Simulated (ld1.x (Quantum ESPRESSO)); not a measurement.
## An odd input for ld1.x (Quantum ESPRESSO) 7.5 (niobium (Nb))

Command:

```bash
ld1.x < Nb.in > Nb.out
```

Input:

```
&input
   title='Nb', zed=41., rel=2, dft='PBE', iswitch=3,
   config='[Kr] 4d3.5 5s0 5p0', rel_dist='average',
   nld=5, rlderiv=2.30, eminld=-7.0, emaxld=5.0, deld=0.02
 /
 &inputp
   pseudotype=2, tm=.true., lloc=2,
   nlcc=.true., rcore=1.00,
   file_wfcaegen='ae.wfc', file_wfcncgen='nc.wfc', file_beta='beta', file_chi='chi'
 /
3
4S  1  0   2.00   0.00  1.40  1.40  0.0
4P  2  1   6.00   0.00  1.60  1.60  0.0
4D  3  2   3.50   0.00  2.10  2.10  0.0
 &test
   configts(1)='4s2 4p6 4d3.5 5s0 5p0'
 /
```

This is an input that runs to its end, with one change: file_pseudopw left out.

How does the run end?

The program runs through. The occupied levels of the test differ from the all-electron ones by at most 0.00812 Ry (unchanged input: 0.00812 Ry). No file is written.

```

     Etot =   -7639.313203 Ry,   -3819.656601 Ha, -103938.151109 eV
     Etotps =  -114.813786 Ry,     -57.406893 Ha,   -1562.121133 eV

     Ekin =      35.710753 Ry,      17.855376 Ha,     485.869540 eV
     Encl =    -222.734120 Ry,    -111.367060 Ha,   -3030.452090 eV
     Ehrt =      81.999324 Ry,      40.999662 Ha,    1115.657642 eV
     Ecxc =     -15.830142 Ry,      -7.915071 Ha,    -215.380048 eV
     (Ecc =      -1.929330 Ry,      -0.964665 Ha,     -26.249867 eV)
     Epseu=       6.040400 Ry,       3.020200 Ha,      82.183824 eV

     ---------------------- End of pseudopotential test ----------------------
```
